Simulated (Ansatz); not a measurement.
AlB₃⁺. Total charge 1; doublet. Geometry PBE0-D4/def2-TZVP; atoms count from 1.

```tsv
atom	x (Å)	y (Å)	z (Å)
B1	0.112	0.204	0.801
B2	-0.178	0.093	-0.810
B3	-0.316	1.433	-0.044
Al4	0.382	-1.731	0.053
```

The charge 1 doublet is spin-contaminated (final ⟨S²⟩ up to 1.32, 0.75 for a pure state). The geometry of the doublet was relaxed on an unsound state (⟨S²⟩ 1.32, where a pure state has 0.75). Another isomer (doublet) lies 0.42 eV lower at PBE0-D4/def2-TZVP; other spin states weren't run for this one.

Estimate the Mulliken populations from the PBE0/def2-TZVP orbitals of Ansatz.


```
atom  charge (e)  spin (α − β)
  B1        0.13          0.18
  B2        0.13          0.17
  B3        0.19         -0.23
 Al4        0.56          0.87
```
Mulliken values and Mayer orders depend strongly on the basis.

Where does the spin sit?

Summed by element: B 0.13, Al 0.87, of 1 unpaired in all. Largest on single atoms: Al4 0.87, B3 -0.23, B1 0.18.

And the Mayer bond orders between bonded heavy atoms (over 0.3)?

B1–B2 1.07 (1.64 Å); B1–B3 1.36 (1.55 Å); B1–Al4 0.78 (2.09 Å); B2–B3 1.36 (1.55 Å); B2–Al4 0.78 (2.09 Å). Values over 0.3 also appear between atoms too far apart for a bond (B3–Al4 0.36 at 3.24 Å); they arise where an orbital or an unpaired electron spreads over both atoms.
